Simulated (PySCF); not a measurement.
Vertical excitations of a molecule C₃H₆O from TDDFT-LC-ωPBE/def2-SVPD (PySCF), as energy in eV (oscillator strength): 6.82 (0.409), 7.02 (0.048), 7.84 (0.003), 8.06 (0.002), 8.47 (0.010), 8.73 (0.001), 8.96 (0.013), 9.08 (0.040), 9.29 (0.017), 9.88 (0.003). Lowest triplet (TDA): 3.94 eV. Coordinates come from a B3LYP-D3(BJ)/def2-SVP optimisation. One conformer was computed; it need not be the lowest.

Problem. Identify the compound among the candidates.
(A) CC(C)=O
(B) C1COC1
(C) OC1CC1
(D) C=COC

Solution. D, C=COC
